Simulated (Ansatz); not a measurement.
Molecule: dibromo(difluoro)silane, sum formula SiBr$_{2}$F$_{2}$, charge 0, multiplicity 1. 
Structure (B3LYP-D3(BJ)/def2-TZVP (Ansatz, an electronic-structure program) minimum search):
SMILES: F[Si](F)(Br)Br
```xyz
5

F     -0.0035     1.6880    -1.1561
Si    -0.0108     0.6657     0.0470
F     -0.0485     1.5083     1.3815
Br     1.8284    -0.5169    -0.0042
Br    -1.8107    -0.5713    -0.0726
```
Charge 0, spin multiplicity 1.

Dipole moments at this geometry, in debye (magnitudes).

| level | program | dipole (D) |
|---|---|---|
| PBE/def2-TZVPD | Ansatz | 0.81 |
| revPBE/def2-TZVPD | Ansatz | 0.78 |
| B3LYP/def2-TZVPD | Ansatz | 0.86 |
| r2SCANh/def2-TZVPD | Ansatz | 0.80 |
| CCSD(T)/def2-SVPD | Ansatz | 0.92 |
